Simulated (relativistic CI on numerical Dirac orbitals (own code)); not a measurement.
**Ti3+ in a cubic cluster: L2,3 absorption with charge transfer**

Computed with a charge-transfer multiplet model of a cubic metal-ligand cluster with up to one ligand hole, Slater and spin-orbit integrals from Dirac-Coulomb-Breit ions, Slater integrals scaled by 0.8. The ground state mixes d1 with configurations of k ligand holes L, whose averages lie at kΔ + k(k − 1)U_dd/2; a core hole lowers each added d electron by U_cd. 20 K, Lorentzian 0.4 eV and Gaussian 0.3 eV FWHM.

Atomic integrals in eV (Slater integrals scaled, ζ unscaled), ground: F2dd 6.578, F4dd 4.090, zeta_d 0.017; with the core hole: F2dd 8.213, F4dd 5.154, zeta_d 0.027, zeta_core 3.743, F2cd 4.498, G1cd 3.275, G3cd 1.857. Where a configuration has fewer than two d electrons, the dd integrals are those of d2.

Cluster parameters (eV): Δ = 6.1, U_dd = 5.8, U_cd = 7.5, 10Dq(ligand) = 0.5, V(eg) = 1.6, V(t2g) = -0.69, final-state hopping factor = 1.

```
          Case   n_d    d1   d2L     S
10Dq = 0.95 eV  1.17  0.83  0.17  0.50
10Dq = 1.25 eV  1.17  0.83  0.17  0.50
10Dq = 1.55 eV  1.17  0.83  0.17  0.50
10Dq = 2.15 eV  1.16  0.84  0.16  0.50
10Dq = 2.45 eV  1.16  0.84  0.16  0.50
```

Weights, n_d and S are thermal averages at 20 K. Photon energies count from the first peak over 30 % of the highest in each spectrum, which can be another peak from case to case. The parameters are a model scan and need not match a compound or its usual spin state. Peaks in eV (height, largest 100):
- 10Dq = 0.95 eV: -1.5 (14), 0.0 (31), 1.8 (100), 2.8 (27), 3.9 (40), 5.1 (36), 6.3 (64), 7.2 (88), 10.1 (5)
- 10Dq = 1.25 eV: -1.7 (17), 0.0 (34), 1.8 (100), 3.6 (48), 5.3 (39), 6.2 (71), 7.3 (86)
- 10Dq = 1.55 eV: -1.9 (20), 0.0 (37), 1.7 (100), 3.3 (61), 6.0 (73), 7.3 (86)
- 10Dq = 2.15 eV: -1.4 (27), 0.0 (33), 0.4 (34), 1.0 (39), 2.7 (100), 3.9 (82), 6.8 (76), 8.0 (95)
- 10Dq = 2.45 eV: -1.4 (30), 0.0 (38), 1.3 (39), 2.9 (97), 3.9 (98), 7.0 (74), 8.3 (100)

Curve for 10Dq = 0.95 eV (points under 2 left out, the grid thinned):

```
E (eV)  Intensity
  -2.7        2.2
  -2.4        2.8
  -2.0        6.0
  -1.7       12.0
  -1.4       13.1
  -1.0        9.5
  -0.7       14.0
  -0.4       24.3
   0.0       31.3
   0.3       27.9
   0.6       28.4
   0.9       37.7
   1.3       72.2
   1.6       86.0
   1.9       93.3
   2.3       33.5
   2.6       25.1
   2.9       26.7
   3.3       23.5
   3.6       34.8
   3.9       39.8
   4.3       36.1
   4.6       29.8
   4.9       33.0
   5.3       35.1
   5.6       34.0
   5.9       46.6
   6.3       64.1
   6.6       66.3
   6.9       79.9
   7.3       86.5
   7.6       71.6
   7.9       43.4
   8.3       19.0
   8.6       12.8
   8.9        8.0
   9.2        5.6
   9.6        4.6
   9.9        4.8
  10.2        5.1
  10.6        3.4
  10.9        2.6
  11.2        2.3
  11.6        2.1
  11.9        2.0
```

For the case 10Dq = 1.55 eV, Δ = 6.1 eV is larger than U_dd = 5.8 eV, the Mott-Hubbard side of the Zaanen-Sawatzky-Allen scheme. With the core hole the configuration with one ligand hole lies at Δ + U_dd − U_cd = 4.4 eV above the one without, against Δ in the ground state. The added d electron screens the hole, so the order of the configurations is kept and charge-transfer satellites are weaker than in photoemission.

With at most 1 ligand hole the space is cut while the next configuration still counts, so covalency is underestimated, and a final configuration with one more ligand hole, which can lie low, is missing from the spectra.
